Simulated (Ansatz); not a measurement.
Start from `[NH2][In]([OH])[Br]` and change one atom or group to get `[OH][InH][Br]`.

Ansatz, PBE0-D4/def2-TZVP geometries, multiplicity 1. Each molecule was computed in one conformer, which needn't be the lowest.

Elements past krypton have def2 core potentials. Scalar relativity is left out up to krypton.

```csv
property,`[NH2][In]([OH])[Br]`
HOMO energy (B3LYP/def2-TZVPP) / eV,-7.59
LUMO energy (ωB97M-V/def2-TZVPP) / eV,0.05
HOMO–LUMO gap (ωB97M-V/def2-TZVPP) / eV,10.22
zero-point energy (PBE0-D4/def2-TZVP) / kJ/mol,102.6
HOMO–LUMO gap (PBE/def2-TZVPP) / eV,3.78
LUMO energy (PBE/def2-TZVPP) / eV,-2.66
```

Q: Give the same properties after the change, and the shifts. (An estimate is asked.)

A: Ansatz gave: 
```tsv
property	`[OH][InH][Br]`	shift
HOMO energy (B3LYP/def2-TZVPP) / eV	-7.90	-0.31
LUMO energy (ωB97M-V/def2-TZVPP) / eV	-0.05	-0.10
HOMO–LUMO gap (ωB97M-V/def2-TZVPP) / eV	10.33	0.11
zero-point energy (PBE0-D4/def2-TZVP) / kJ/mol	52.0	-50.6
HOMO–LUMO gap (PBE/def2-TZVPP) / eV	4.55	0.77
LUMO energy (PBE/def2-TZVPP) / eV	-2.34	0.32
```

With PBE0 the HOMO falls by 0.33 eV and the LUMO rises by 0.24 eV, so the gap widens by about 0.57 eV. PBE moves the HOMO by -0.44 eV and ωB97M-V by -0.21 eV. The zero-point energy changes by -50.6 kJ/mol with -6 modes.

B3LYP here is the variant with VWN-RPA as its local correlation; programs differ in this.

Spin–orbit coupling is left out; it splits and shifts lone-pair levels of the heavy atoms by tenths of an eV.
